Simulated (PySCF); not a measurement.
TiCl3I, SMILES [Cl][Ti]([I])([Cl])[Cl], multiplicity 1.

Geometry: B3LYP-D3(BJ)/def2-SVP. The multiplicity is an assumed one; no other spin state was optimised. The structure was generated by enumeration; whether it is a known compound was not checked. The def2 effective core potentials stand for the cores of I; spin–orbit coupling is left out.

Two levels are set side by side: PBE/def2-TZVP (PySCF) and B3LYP/def2-TZVP (PySCF). Same geometry, gas phase. Differences are taken from unrounded values.

| quantity | PBE |
|---|---|
| orbital gap (eV) | 2.72 |
| highest occupied level (eV) | -7.25 |
| lowest empty level (eV) | -4.53 |
| dipole moment (D) | 0.56 |
| mean polarisability (bohr³) | 112.7 |

These are the PBE values. What does B3LYP give? (An estimate is asked for; the answer gives what the named calculation found.)


| quantity | B3LYP | PBE minus B3LYP |
|---|---|---|
| orbital gap (eV) | 4.15 | -1.43 |
| highest occupied level (eV) | -8.11 | 0.86 |
| lowest empty level (eV) | -3.96 | -0.57 |
| dipole moment (D) | 0.54 | 0.03 |
| mean polarisability (bohr³) | 109.8 | 2.9 |

PBE's occupied levels lie high since its potential decays too fast outside the molecule; exact exchange lowers them and widens the gap. Differences between two approximate levels are no errors against the true value.

Rough cost on one machine, each run with all the roots and properties that it gave: B3LYP against PBE about 1/2.
